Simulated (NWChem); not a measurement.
System: SiHCl3; SMILES Cl[SiH](Cl)Cl

Here is an NWChem input.

```
start job
memory heap 200 mb stack 900 mb global 1100 mb
geometry units angstroms
  Si     0.000000     0.000000     0.500755
  Cl    -0.502172    -1.859017    -0.187689
  Cl    -1.358870     1.364402    -0.187689
  Cl     1.861042     0.494615    -0.187689
  H      0.000000     0.000000     1.977546
end
basis spherical
  * library 6-31g*
end
dft
  xc hfexch
  iterations 150
end
driver
  maxiter 120
end
task dft optimize
task dft freq
```

The level has its own optimisation; frequencies are unscaled.

### Question
Predict the main results of this run. (Hartree-Fock/6-31G* (spherical d).) Quantities: r Cl–Si (Å); r H–Si (Å); highest harmonic frequency (cm⁻¹); lowest (cm⁻¹); zero-point energy (kcal/mol); dipole (D).

### Answer
The r Cl–Si (Å) is 2.037, the r H–Si (Å) is 1.453 and the highest harmonic frequency (cm⁻¹) is 2511. The lowest (cm⁻¹) is 189, the zero-point energy (kcal/mol) comes out as 9.6 and the dipole (D) is 1.36.
